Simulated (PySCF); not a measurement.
Ar⁶⁺: ionisation energy

Ar⁶⁺ [Ne] 3s2 → Ar⁷⁺ [Ne] 3s1 [3s1/2^1, M_J = 1/2], as a difference of total energies. Computed with PySCF 2.14 in an uncontracted even-tempered set (20 s from 0.27 bohr⁻², ratio 2.4; 13 p from 0.35 bohr⁻², ratio 2.4; 5 d from 1.6 bohr⁻², ratio 2.6; 5 f from 2.3 bohr⁻², ratio 2.6), with the two-component X2C-1e Hamiltonian. Correlated levels: 1s2 frozen; the 52 highest virtual spinors dropped. "Screened" scales the spin-orbit matrix elements by Boettger's factors to mimic the two-electron term; Breit and QED terms are absent.

```tsv
method	ionisation energy (eV)
GHF (screened spin-orbit)	122.28
GMP2 (screened spin-orbit)	123.93
```

Problem. How much does correlation contribute at GMP2 (screened spin-orbit)?

Solution. 123.93 − (122.28) = 1.65 eV, measured against GHF (screened spin-orbit).

For comparison: 124.41 ± 0.06 eV (semi-empirical (NIST evaluation); NIST Atomic Spectra Database, ionization energies).
